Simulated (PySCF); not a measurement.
# Computed properties of C3H6Cl, SMILES C[C](C)Cl

C₃H₆Cl, SMILES C[C](C)Cl (connectivity only; charge and spin as stated), charge +1, multiplicity 1. Geometry: B3LYP-D3(BJ)/def2-SVP. The spin state was assumed, not searched. The isomer is the one that the SMILES or the coordinates give; other isomers of the formula were not compared. The values are those of a single conformer. All values are computed for the isolated molecule unless a solvent is named; none is compared with measurement here.

**Structure.** The optimised structure has C2 symmetry. All 24 harmonic modes at B3LYP-D3(BJ)/def2-SVP (PySCF) are real, so it is a minimum. With heavy atoms numbered as in [CH3:1][C:2]([CH3:3])[Cl:4], the shortest bond between them is C1–C2 at 1.463 Å and the longest C2–Cl4 at 1.662 Å.

**Vibrations.** The strongest infrared lines (harmonic, unscaled, degenerate partners summed) lie at 1226 cm⁻¹ (198 km/mol, C 60 %, H 38 %), 1338 cm⁻¹ (180 km/mol, H 60 %, C 40 %), 2957 cm⁻¹ (143 km/mol, H 95 %). The softest mode is at 101 cm⁻¹ and the zero-point energy is 50.4 kcal/mol.

**Electronic structure.** r2SCAN/def2-TZVP (PySCF) places the frontier levels at -14.00 and -9.84 eV, a gap of 4.16 eV and a mean polarisability of 46.6 bohr³.

**Excitations.** TDA-CAM-B3LYP/def2-SVPD (PySCF) has S1 at 4.35 eV (285 nm, f = 0.000, dark); the most intense of the 10 singlets computed lies at 7.28 eV (f = 0.26). T1 (TDA) is at 4.01 eV, 0.34 eV under S1. No vertical singlet excitation falls in the visible range (under 3.1 eV).

**NMR.** GIAO shifts at KT2/pcSseg-1 (PySCF) (non-relativistic, atoms alike by connectivity averaged): ¹³C from 56.2 to 298.3 ppm against TMS; ¹H at 4.6 ppm against TMS. Without spin–orbit terms, shifts of atoms bonded to Cl or Br come out too high.
